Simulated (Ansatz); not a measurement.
Calculated with Ansatz (gas phase, PBE0-D4/def2-TZVP geometries, no zero-point term in ΔE). CCSD(T)/CBS adds triple-zeta CCSD(T) − MP2 to the extrapolated MP2 energy (def2 sets, frozen cores). DFT in def2-TZVPP. One conformer a species, not always the lowest.

`CCB(F)Cl` → `CB(F)CCl`  (isomerisation)

```
   species  r2SCAN energy (Eh)
`CCB(F)Cl`          -664.18846
`CB(F)CCl`          -664.14630
```

Task: Work out ΔE.

Result: ΔE = (-664.14630) − (-664.18846) = 0.04216 Eh = +26.5 kcal/mol. CCSD(T)/CBS gives +26.1 kcal/mol.

Largest T1 diagnostic among the species: 0.011.

From PBE to PBE0 (25 % exact exchange), in def2-TZVPP and without D4, ΔE moves by +0.7 kcal/mol.
